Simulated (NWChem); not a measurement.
**Basis-set convergence for H6BP**

SMILES: B.P
```xyz
8

B     -0.8598     1.0967     0.0000
H     -0.5693     1.6866     1.0262
H     -0.5693     1.6866    -1.0262
H     -1.9683     0.5901     0.0000
P      0.3426    -0.4370     0.0000
H      1.7391    -0.1927     0.0000
H      0.2640    -1.3494    -1.0822
H      0.2640    -1.3494     1.0822
```
Charge 0, spin multiplicity 1.

All runs are NWChem calculations. The geometry was optimised at B3LYP/def2-SVP, a minimum by its harmonic frequencies.

Quantity: LUMO energy at the level PBE.

The Pople sets run with spherical d functions. The structure started from a generated list of species.

Q: In aug-cc-pVTZ the value is -1.07 eV. Among STO-3G, 6-31G*, 6-31+G*, pcseg-1, def2-SVP, def2-TZVP, aug-pcseg-1, pcseg-2, cc-pVTZ, which is the smallest basis within 0.1 eV of it?

A: 6-31+G*, with 52 functions against 234 and about 2 % of the time (also within reach: aug-pcseg-1). aug-cc-pVTZ isn't the basis-set limit itself, and a small set can land close by cancellation.

```
basis        functions  LUMO energy (eV)
-----------  ---------  ----------------
STO-3G              20              4.52
6-31G*              44             -0.14
6-31+G*             52             -1.01
pcseg-1             62             -0.51
def2-SVP            62             -0.22
def2-TZVP          104             -0.57
aug-pcseg-1        104             -1.07
pcseg-2            148             -0.75
cc-pVTZ            148             -0.50
aug-cc-pVTZ        234             -1.07
```
